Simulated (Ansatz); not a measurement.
Mulliken charges of C₂H₅FMg, SMILES `C[CH2][Mg][F]` from PBE/def2-TZVPP in Ansatz (PBE0-D4/def2-TZVP geometry).

```tsv
atom	x (Å)	y (Å)	z (Å)	charge (e)
C1	-0.415	1.101	0.035	-0.238
C2	-0.065	-0.290	0.567	-0.500
Mg3	0.851	-1.599	-0.776	0.788
F4	1.624	-2.708	-1.904	-0.521
H5	-1.108	1.057	-0.810	0.082
H6	-0.891	1.729	0.798	0.077
H7	0.469	1.645	-0.310	0.082
H8	0.594	-0.199	1.440	0.115
H9	-0.969	-0.783	0.943	0.115
```

By hand: the dipole of these point charges (1 e Å = 4.8032 D).

Σ q r = (-0.208, 0.276, 0.332) e Å, of length 0.479 e Å = 2.30 D.

How does the dipole of the full density compare? (Estimate.)

Ansatz gave: (-0.201, 0.277, 0.308) e Å, 2.21 D; the point charges give 1.04 times that, at 2° from its direction.

Point charges leave out the atoms' own dipoles, such as those of lone pairs, and Mulliken's split depends on the basis, so the close match here is no proof of good charges.
